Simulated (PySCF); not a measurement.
C2H8N2Si, SMILES C(=C)[SiH](N)N.

The structure is a stationary point at r2SCAN-D4/def2-SVP. One conformer was computed; it need not be the lowest.

All values below come from TDA-PBE/def2-SVPD in PySCF.

Vertical excitations. Gas-phase values at a fixed geometry.

Computed excitation energies, oscillator strengths and character:
```tsv
state	energy (eV)	λ (nm)	f	main pairs
S1	4.40	282	0.005	HOMO→LUMO 99 %
S2	4.87	255	0.001	HOMO−1→LUMO 99 %
S3	5.72	217	0.043	HOMO→LUMO+1 97 %
S4	6.18	201	0.011	HOMO−1→LUMO+1 53 %, HOMO→LUMO+2 42 %
S5	6.26	198	0.038	HOMO→LUMO+2 49 %, HOMO−1→LUMO+1 45 %
S6	6.35	195	0.044	HOMO−3→LUMO 76 %
S7	6.59	188	0.063	HOMO−2→LUMO+1 74 %
S8	6.65	186	0.020	HOMO→LUMO+3 84 %
S9	6.75	184	0.020	HOMO−1→LUMO+2 85 %
S10	6.87	180	0.028	HOMO→LUMO+4 90 %
T1	4.27	290	0	HOMO→LUMO 99 %
T2	4.31	287	0	HOMO−2→LUMO 95 %
T3	4.77	260	0	HOMO−1→LUMO 99 %
T4	5.49	226	0	HOMO→LUMO+1 98 %
```
Triplets are in the Tamm–Dancoff approximation.
